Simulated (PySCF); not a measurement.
C$_{4}$H$_{12}$Ge, charge -1, doublet, at the geometry of the source list (a state made from the parent by changing its charge; the spin is typed, not shown lowest) (in this run its highest filled SCF level lies above zero, so its values depend strongly on the basis, on diffuse functions most of all). Base run: B3LYP/6-31G (PySCF).

PySCF was given this input:
```python
from pyscf import gto, scf, dft

mol = gto.Mole()
mol.atom = '''
    Ge    0.738300    1.693100    0.196900
    C    -0.056600   -0.134800   -0.017900
    C    -0.234800   -0.768800    1.357700
    C     0.875400   -0.996300   -0.863000
    C    -1.413600   -0.016900   -0.703700
    H     1.969800    1.673700    1.047400
    H     1.126400    2.300200   -1.120500
    H    -0.222500    2.643100    0.845500
    H    -0.661200   -1.770000    1.266300
    H     0.723000   -0.852200    1.869900
    H    -0.904500   -0.168300    1.972400
    H     1.848400   -1.094300   -0.381900
    H     1.022900   -0.552100   -1.848200
    H     0.459000   -1.994800   -0.997100
    H    -1.308500    0.417500   -1.699000
    H    -2.082800    0.619200   -0.119800
    H    -1.878600   -0.998400   -0.805100
'''
mol.basis = '6-31g'
mol.charge = -1
mol.spin = 1
mol.verbose = 3
mol.build()

mf = dft.UKS(mol)
mf.xc = 'b3lyp'
mf.kernel()
```

Each row names what was changed in the base input (with any setting that the change needs).

| change | basis functions | E (Eh) | HOMO (eV) | outcome |
|---|---|---|---|---|
| base | 87 | -2236.19724 | 4.44 | converged |
| basis = x2c-SVPall; relativity = spin-free X2C | 148 | -2257.98388 | 4.19 | converged |
| basis = x2c-SVPall; relativity = none | 148 | -2227.74004 | 4.18 | converged |
| basis = ANO-RCC-VDZP; relativity = spin-free X2C; nucleus = Gaussian (with mol.nucmod = 'G') | 143 | -2258.56139 | 2.50 | converged |
| basis = ANO-RCC-VDZP; relativity = spin-free X2C | 143 | -2258.57475 | 2.50 | converged |
| basis = ANO-RCC-VDZP; relativity = none | - | - | - | cut at the time limit |
| basis = x2c-SVPall; relativity = spin-free X2C; nucleus = Gaussian (with mol.nucmod = 'G') | 148 | -2257.97354 | 4.19 | converged |

Absolute energies of different levels of theory aren't comparable as measures of quality.

Open shells are given as the SCF converged; they aren't shown to be the lowest states, and a large step between rows can be another state.

Basis sets contracted for a relativistic Hamiltonian are a mismatch without it, so the rows without relativity aren't non-relativistic limits. No row has spin-orbit coupling; sets with core potentials leave out the core electrons.
